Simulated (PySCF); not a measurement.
Methyltrichlorosilane, CH3Cl3Si.
Z-matrix (Å and degrees, PBE0-D3(BJ)/def2-TZVP geometry), rows numbered from 1:
```
C 
Si  1  1.8405
Cl  2  2.0382  1  110.64
Cl  2  2.0393  1  110.67  3  -120.07
Cl  2  2.0383  1  110.57  3   119.91
H   1  1.0916  2  109.93  3  -178.32
H   1  1.0918  2  109.92  3   -58.40
H   1  1.0917  2  109.99  3    61.58
```

All values: wB97X-D/pcSseg-2 (PySCF, non-relativistic), on one gas-phase PBE0-D3(BJ)/def2-TZVP geometry that isn't relaxed in the solvent. The solvent is an IEF-PCM continuum (cavity from Bondi-type radii × 1.2). Only the electrostatic response of the medium enters.

Gas phase at wB97X-D/pcSseg-2: HOMO -11.14 eV, LUMO 1.86 eV, dipole 2.12 D.

Q: What does the continuum do to the energy, the frontier levels and the dipole at wB97X-D/pcSseg-2 in chloroform?

A: 
```json
{"solvent": "chloroform", "ε": "4.711", "E(solvent) − E(gas) (kcal/mol)": "-1.75", "polarisation term (kcal/mol)": "-1.94", "distortion of the solute (kcal/mol)": "0.19", "HOMO (eV)": "-11.13", "LUMO (eV)": "1.94", "dipole (D)": "2.56"}
```

The first energy column is the sum of the next two and covers electrostatics alone.

Q: Which radius a makes the point-dipole formula ΔE = −[(ε − 1)/(2ε + 1)]·μ²/a³ give the value in chloroform, with the gas-phase dipole?

A: μ = 0.834 au and |ΔE| = 0.00279 Eh give a = 2.36 Å; the farthest nucleus lies 2.43 Å from the centroid of the nuclei, so such a sphere wouldn't even hold the nuclei. The formula assumes a rigid point dipole at the centre of a sphere.

The pairwise dispersion term of wB97X-D wasn't added to the energies; at a given geometry it leaves orbitals and properties as they are.
